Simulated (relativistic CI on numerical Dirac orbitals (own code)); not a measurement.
Re³⁺: L2,3 absorption edge

Computed with this model: Dirac-Coulomb-Breit CI, KLI orbitals optimised for each configuration, model QED, valence Slater integrals scaled by 0.9, multiplet model of core-to-valence dipole absorption; configurations [Xe] 4f14 5d4 → [He] 2s2 2p5 3s2 3p6 3d10 4s2 4p6 4d10 4f14 5s2 5p6 5d5; 300 K; Lorentzian 5 eV and Gaussian 1 eV FWHM. Energies are those of the free ion, without screening or charge transfer. The branching ratio is the share of the lower-energy edge in the whole absorption, uncertain by about 0.02 where the edges overlap. S is read from ⟨S²⟩ = S(S + 1).

Field parameters in Wybourne normalisation: D4h B²₀ = −7Ds, B⁴₀ = 21(Dq − Dt), B⁴₄ = 21√(5/14) Dq. The field is a parameter set, without covalency.

free ion: ground-state S = 1.83, centroid 10671.11 eV, branching ratio 0.905. Peaks (eV, height): 10536.0 (100), 11961.5 (11).

D4h, 10Dq = 25650, Ds = -1500, Dt = 110 cm⁻¹: ground-state S = 1.11, centroid 10747.05 eV, branching ratio 0.852. Peaks (eV, height): 10536.0 (100), 11960.5 (18).

The statistical ratio of this edge is 2/3 = 0.667. Values above it arise where the holes sit mainly in the j = l + 1/2 valence subshell or the ground state has high spin; values below it where core-valence Coulomb terms move weight to the upper edge, as in nearly empty shells. At deep edges of heavy elements the radial integrals of the two core levels differ, which raises the baseline.

Strongest unbroadened transitions for free ion:

| Energy (eV) | Relative strength |
| --- | --- |
| 10534.06 | 40.8 |
| 10536.14 | 100.0 |
| 10536.60 | 0.4 |
| 10536.68 | 4.4 |
| 10536.93 | 0.2 |
| 10537.53 | 1.7 |
| 10537.67 | 2.6 |
| 10537.99 | 1.1 |
| 10538.15 | 1.8 |
| 10538.39 | 0.5 |
| 10538.81 | 3.5 |
| 10539.13 | 0.3 |
| 10539.45 | 0.1 |
| 11961.14 | 10.9 |
| 11961.50 | 2.0 |
| 11962.33 | 0.3 |
| 11962.81 | 2.0 |
| 11963.75 | 1.2 |
